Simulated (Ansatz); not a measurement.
**Nudged elastic band run: Ba16C**

input.yaml

```yaml
crystal:
  lattice:
    - [10.04, 0.0, 0.0]
    - [0.0, 10.04, 0.0]
    - [0.0, 0.0, 10.04]
  atoms:
    - { symbol: Ba, position: [0.02067605, -0.00013976, 0.01316743] }
    - { symbol: Ba, position: [0.48731318, -0.0002183, 0.00931769] }
    - { symbol: Ba, position: [-0.009774, 0.49978486, -0.01128214] }
    - { symbol: Ba, position: [0.02051292, -0.00014183, 0.48598906] }
    - { symbol: Ba, position: [0.2309664, 0.23740029, 0.24972579] }
    - { symbol: Ba, position: [0.50550272, 0.49984277, 0.00649309] }
    - { symbol: Ba, position: [0.48742775, -0.00021744, 0.49007526] }
    - { symbol: Ba, position: [0.76140593, 0.24108567, 0.24957494] }
    - { symbol: Ba, position: [-0.00986622, 0.49978468, 0.51059286] }
    - { symbol: Ba, position: [0.23087558, 0.76220695, 0.24972892] }
    - { symbol: Ba, position: [0.26001491, 0.26082336, 0.74956835] }
    - { symbol: Ba, position: [0.50568891, 0.4998401, 0.49284126] }
    - { symbol: Ba, position: [0.76144296, 0.75859927, 0.24957518] }
    - { symbol: Ba, position: [0.74481354, 0.24217371, 0.74968825] }
    - { symbol: Ba, position: [0.25997018, 0.73881003, 0.74956692] }
    - { symbol: Ba, position: [0.74490485, 0.75749295, 0.74968895] }
    - { symbol: C, position: [0.12735264, -0.0001566, 0.24964519] }
basis:
  ecutwfc: 420.0
kpoints:
  mp_grid: { grid: [2, 2, 2] }
hamiltonian:
  xc: pbe
scf:
  occupations: { method: gaussian, width: 0.15 }
  lower_state_search: "off"
neb:
  images: 6
  f_tol: 0.05
  max_iterations: 26
  order_check: false
  climbing: immediate
  final_atoms:
    - { symbol: Ba, position: [0.00010438, 0.02299915, 0.01125154] }
    - { symbol: Ba, position: [0.50020908, -0.01102915, -0.01294435] }
    - { symbol: Ba, position: [0.00021019, 0.48477775, 0.01082535] }
    - { symbol: Ba, position: [0.00010759, 0.02264057, 0.48795539] }
    - { symbol: Ba, position: [0.23907465, 0.2278778, 0.24975331] }
    - { symbol: Ba, position: [0.5001605, 0.50648525, 0.00818594] }
    - { symbol: Ba, position: [0.50020771, -0.01111518, 0.51209799] }
    - { symbol: Ba, position: [0.76126945, 0.22803289, 0.24974984] }
    - { symbol: Ba, position: [0.00021247, 0.48477023, 0.48839177] }
    - { symbol: Ba, position: [0.23936277, 0.76446678, 0.2495204] }
    - { symbol: Ba, position: [0.2628414, 0.26104491, 0.74951758] }
    - { symbol: Ba, position: [0.50016583, 0.50669307, 0.49110863] }
    - { symbol: Ba, position: [0.76096672, 0.7644583, 0.24951802] }
    - { symbol: Ba, position: [0.73752987, 0.26108628, 0.74951951] }
    - { symbol: Ba, position: [0.24122348, 0.74363178, 0.74961577] }
    - { symbol: Ba, position: [0.75907754, 0.74353806, 0.74961132] }
    - { symbol: C, position: [0.00013259, 0.1261507, 0.2496917] }
```

Launched with:

```bash
$ ansatz run input.yaml --threads 4 --pin off --max-ram 10240MiB --backend cpu --events-out ev --progress --plain --runs-dir out
```

Output, in part (warnings, iteration lines):

```
NEB end point (image 0): max|allowed force component| = 2.183e-2 eV/Å (the criterion of neb.relax_end_points is 1.000e-2)
NEB end point (image 7): max|allowed force component| = 2.377e-2 eV/Å (the criterion of neb.relax_end_points is 1.000e-2)
NEB iter   1: max|band force component| = 6.434e-1 eV/Å  barrier→ = 0.4019 eV  barrier← = 0.4015 eV  CI = image 3  Δτ_max = 0.1642 Å  (66 SCF iters)
NEB iter   2: max|band force component| = 4.688e-1 eV/Å  barrier→ = 0.2270 eV  barrier← = 0.2265 eV  CI = image 3  Δτ_max = 0.2000 Å  (48 SCF iters)
NEB iter   3: max|band force component| = 3.258e-1 eV/Å  barrier→ = 0.0542 eV  barrier← = 0.0537 eV  CI = image 4  Δτ_max = 0.2000 Å  (48 SCF iters)
NEB iter   4: max|band force component| = 2.934e-1 eV/Å  barrier→ = 0.0253 eV  barrier← = 0.0249 eV  CI = image 2  Δτ_max = 0.0988 Å  (47 SCF iters)
NEB iter   5: max|band force component| = 6.671e-2 eV/Å  barrier→ = 0.0031 eV  barrier← = 0.0026 eV  CI = image 2  Δτ_max = 0.0459 Å  (45 SCF iters)
NEB iter   6: max|band force component| = 3.126e-2 eV/Å  barrier→ = 0.0001 eV  barrier← = -0.0003 eV  CI = image 2  Δτ_max = 0.0542 Å  (41 SCF iters)
NEB iter   7: max|band force component| = 1.790e-1 eV/Å  barrier→ = -0.0013 eV  barrier← = -0.0017 eV  CI = image 4  Δτ_max = 0.0416 Å  (7 SCF iters)
NEB iter   8: max|band force component| = 3.266e-2 eV/Å  barrier→ = -0.0016 eV  barrier← = -0.0020 eV  CI = image 4  Δτ_max = 0.0000 Å  (40 SCF iters)
```

The run converged. The band force fell under the threshold earlier too, but the program's further tests of the path sent the band on. The highest image is an end point: on this band no image between the ends rises above it. Inner images lie up to 0.003 eV below the lower end, so the ends aren't the lowest states on this path. Limits of this set-up: coarse k mesh.

Final band (atoms are numbered from 1 in the order of the input):

```json
{"image": "0", "path coordinate (Å)": "0.00", "energy (eV)": "0.000", "Ba10–C17 (Å)": "2.60", "Ba8–C17 (Å)": "4.40"}
{"image": "1", "path coordinate (Å)": "0.42", "energy (eV)": "-0.002", "Ba10–C17 (Å)": "2.63", "Ba8–C17 (Å)": "4.05"}
{"image": "2", "path coordinate (Å)": "0.85", "energy (eV)": "-0.003", "Ba10–C17 (Å)": "2.67", "Ba8–C17 (Å)": "3.67"}
{"image": "3", "path coordinate (Å)": "1.27", "energy (eV)": "-0.003", "Ba10–C17 (Å)": "2.79", "Ba8–C17 (Å)": "3.15"}
{"image": "4", "path coordinate (Å)": "1.69", "energy (eV)": "-0.002", "Ba10–C17 (Å)": "3.21", "Ba8–C17 (Å)": "2.77"}
{"image": "5", "path coordinate (Å)": "2.10", "energy (eV)": "-0.003", "Ba10–C17 (Å)": "3.71", "Ba8–C17 (Å)": "2.67"}
{"image": "6", "path coordinate (Å)": "2.51", "energy (eV)": "-0.002", "Ba10–C17 (Å)": "4.05", "Ba8–C17 (Å)": "2.63"}
{"image": "7", "path coordinate (Å)": "2.91", "energy (eV)": "0.000", "Ba10–C17 (Å)": "4.35", "Ba8–C17 (Å)": "2.61"}
```

Run time: 10 min on 4 threads of Arm Neoverse V2, on a shared host, peak memory 5.6 GiB.
